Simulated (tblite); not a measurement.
C9H7O2 (charge -1).
Numbering: `[O:1]=[CH:2]/[CH:3]=[C:4]1/[CH:5]=[CH:6][CH:7]=[C:8]([O-:9])[CH:10]=[CH:11]1` (hydrogens: H12 on C2; H13 on C3; H14 on C5; H15 on C6; H16 on C7; H17 on C10; H18 on C11)

Structure optimised with GFN2-xTB, isolated species.

Give the optimised bond lengths and angles.

```tsv
bond	length (Å)
O1=C2	1.238
C2–C3	1.401
C3=C4	1.401
C4–C5	1.409
C5–C6	1.383
C6–C7	1.378
C7–C8	1.423
C8–O9	1.247
C8–C10	1.465
C10–C11	1.345
C4–C11	1.440
C2–H12	1.113
C3–H13	1.085
C5–H14	1.086
C6–H15	1.089
C7–H16	1.085
C10–H17	1.088
C11–H18	1.084
```

A selection of angles:
```tsv
angle	degrees
O1–C2–C3	125.6
C2–C3–C4	129.5
C3–C4–C5	117.5
C3–C4–C11	120.5
C5–C4–C11	122.0
C4–C5–C6	130.6
C5–C6–C7	131.7
C6–C7–C8	129.9
C7–C8–O9	121.0
C7–C8–C10	121.0
O9–C8–C10	118.0
C8–C10–C11	133.1
C4–C11–C10	131.7
```

Torsions: O1–C2–C3–C4 180° (antiperiplanar); C2–C3–C4–C5 180° (antiperiplanar).

C3 (alkene CH carbon) is planar (angles 129.5°, 116.3° and 114.2°, sum 360.0°, 0.00 Å off the plane of its three neighbours). C8 (vinylic carbon bearing oxygen) is planar (angles 121.0°, 121.0° and 118.0°, sum 360.0°, 0.00 Å off the plane of its three neighbours). C6 (alkene CH carbon) is planar (angles 131.7°, 114.3° and 114.0°, sum 360.0°, 0.00 Å off the plane of its three neighbours). C7 (carbon bonded to 2 C and H) is planar (angles 129.9°, 116.8° and 113.4°, sum 360.0°, 0.00 Å off the plane of its three neighbours). C2 (aldehyde carbon) is planar (angles 125.6°, 117.4° and 116.9°, sum 360.0°, 0.00 Å off the plane of its three neighbours). Of the pairs four or more bonds apart, H12···H18 is among the closest relative to their van der Waals radii: 1.94 Å, 81 % of the sum of Bondi's values. The 9 C–C bonds span 1.345 Å (C10–C11, aromatic) to 1.465 Å (C8–C10, aromatic), a spread of 0.120 Å.

Point group: Cs (tolerance 0.08 Å). Its GFN2-xTB frequencies are all real (lowest 42 cm⁻¹). 3 starts were optimised and ended at 0.00, 0.01 and 0.45 kcal/mol (GFN2-xTB); the lowest of these is shown.

On one thread, Arm Neoverse V2 (aarch64), shared host with 96 logical CPUs at a one-minute load of 33, this took 0.13 s. This is the geometry optimisation.

One conformer stands for the species.

All values are computed, not measured.
